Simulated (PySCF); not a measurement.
Frontier levels across methods

C₅H₈Si.
Geometry (PBE0-D3(BJ)/def2-SVP, Å), atoms numbered from 1 in this order:
```
atom  x, y, z in Å
C1     3.537    0.574    0.272
C2     2.323    0.058    0.270
C3     1.154   -0.446    0.263
C4    -0.064   -0.965    0.269
C5    -1.214   -0.462    1.078
Si6   -2.417    0.556    0.016
H7     4.325    0.171   -0.373
H8     3.795    1.420    0.917
H9    -0.265   -1.811   -0.403
H10   -0.869    0.174    1.908
H11   -1.784   -1.303    1.510
H12   -2.918   -0.276   -1.121
H13   -1.722    1.759   -0.529
H14   -3.583    0.988    0.848
```

Basis pcSseg-1 throughout (PySCF), one geometry. Isolated species at its PBE0-D3(BJ)/def2-SVP geometry (one conformer only).

How do the orbital energies, the gap and the dipole change with the method?

```json
{"method": "BLYP", "kind": "GGA", "HOMO (eV)": "-5.49", "LUMO (eV)": "-2.12", "gap (eV)": "3.37", "μ (D)": "0.67", "SCF cycles": "16"}
{"method": "OPBE", "kind": "GGA", "HOMO (eV)": "-5.63", "LUMO (eV)": "-2.21", "gap (eV)": "3.42", "μ (D)": "0.68", "SCF cycles": "16"}
{"method": "PBE", "kind": "GGA", "HOMO (eV)": "-5.67", "LUMO (eV)": "-2.29", "gap (eV)": "3.38", "μ (D)": "0.67", "SCF cycles": "16"}
{"method": "BP86", "kind": "GGA", "HOMO (eV)": "-5.77", "LUMO (eV)": "-2.39", "gap (eV)": "3.38", "μ (D)": "0.68", "SCF cycles": "16"}
{"method": "LDA", "kind": "LDA", "HOMO (eV)": "-5.85", "LUMO (eV)": "-2.51", "gap (eV)": "3.34", "μ (D)": "0.68", "SCF cycles": "15"}
{"method": "HF", "kind": "Hartree–Fock", "HOMO (eV)": "-8.61", "LUMO (eV)": "2.12", "gap (eV)": "10.73", "μ (D)": "0.63", "SCF cycles": "12"}
```

The HOMO spans 3.13 eV, from BLYP down to HF, and the gap runs from 3.34 eV (LDA) to 10.73 eV (HF). The dipole ranges from 0.63 D (HF) to 0.68 D (OPBE). This basis has no diffuse functions.
